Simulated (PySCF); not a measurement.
SMILES CBNC(C)C (GFN2-xTB optimised geometry):

```
18

B     -0.822     0.476     0.000
H     -1.427    -0.527     0.005
C     -1.589     1.867     0.000
H     -0.926     2.730    -0.011
H     -2.230     1.958     0.876
H     -2.246     1.948    -0.865
N      0.559     0.476     0.000
C      1.538    -0.598    -0.036
C      0.908    -1.974     0.143
C      2.320    -0.537    -1.353
H      1.029     1.372    -0.019
H      2.246    -0.435     0.793
H      1.688    -2.730     0.182
H      0.336    -2.011     1.065
H      0.245    -2.196    -0.688
H      3.084    -1.309    -1.379
H      1.642    -0.685    -2.190
H      2.804     0.432    -1.468
```

Calculation: CAM-B3LYP/def2-SVP run with PySCF 2.14.0.

Question: What are the frontier orbital energies and the dipole moment?

Answer: HOMO-2 -10.76 eV, HOMO-1 -9.84 eV, HOMO -8.84 eV, LUMO 2.21 eV, LUMO+1 2.53 eV; dipole moment 1.76 D.

On the same geometry PBE/def2-SVP in PySCF 2.14.0 gives HOMO-2 -7.86 eV, HOMO-1 -6.93 eV, HOMO -6.15 eV, LUMO 0.11 eV, LUMO+1 0.75 eV; dipole moment 1.84 D.

Meta-Löwdin charges at CAM-B3LYP/def2-SVP: B1 0.05, H2 -0.02, C3 -0.41, H4 0.08, H5 0.11, H6 0.11, N7 -0.27, C8 0.07, C9 -0.29, C10 -0.29, H11 0.20, H12 0.08, H13 0.10, H14 0.10, H15 0.10, H16 0.09, H17 0.10, H18 0.09.
